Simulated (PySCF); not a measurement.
CH3S, SMILES [CH2]S, multiplicity 2.

The structure is a stationary point at PBE0-D3(BJ)/def2-TZVP. The isomer is the one that the SMILES or the coordinates give; other isomers of the formula were not compared.

All values below come from PBE/def2-TZVPD run with PySCF.

Computed frontier levels, dipole moment and polarisability:
α spin, highest occupied and lowest empty level: -4.01 and -0.96 eV
β spin, highest occupied and lowest empty level: -7.17 and -2.47 eV
dipole moment: 0.82 D
quadrupole, principal values (traceless, Buckingham form, about the centre of nuclear charge): -4.25, -0.01, 4.26 D·Å
mean static polarisability: 37.8 bohr³ (5.60 Å³)
polarisability, principal values: 32.3, 33.3, 47.8 bohr³
⟨S²⟩: 0.754 (pure state 0.75)
